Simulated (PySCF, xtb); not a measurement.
C5H7F, SMILES CC[C@@H](F)C#C. One conformer was computed; it need not be the lowest.

Harmonic wavenumbers (cm⁻¹) from xtb with GFN2-xTB at its own minimum, in rising order: 90, 144, 193, 210, 288, 372, 495, 590, 675, 681, 812, 858, 966, 981, 1074, 1105, 1136, 1241, 1253, 1285, 1334, 1414, 1467, 1495, 1500, 2286, 2865, 2984, 2992, 3041, 3043, 3047, 3395.

Question: What does PBE-D3(BJ)/def2-SVP (PySCF) give at its own minimum? (The exact figures need the calculation; the answer reports its results.)

Answer: 103, 157, 208, 224, 306, 400, 534, 631, 643, 689, 761, 825, 934, 958, 1043, 1077, 1106, 1236, 1270, 1308, 1317, 1352, 1396, 1416, 1433, 2165, 2950, 2982, 2983, 3031, 3071, 3080, 3406. Paired by order, the mean absolute difference is 33 cm⁻¹ and the zero-point energies are 64.8 and 64.3 kcal/mol.
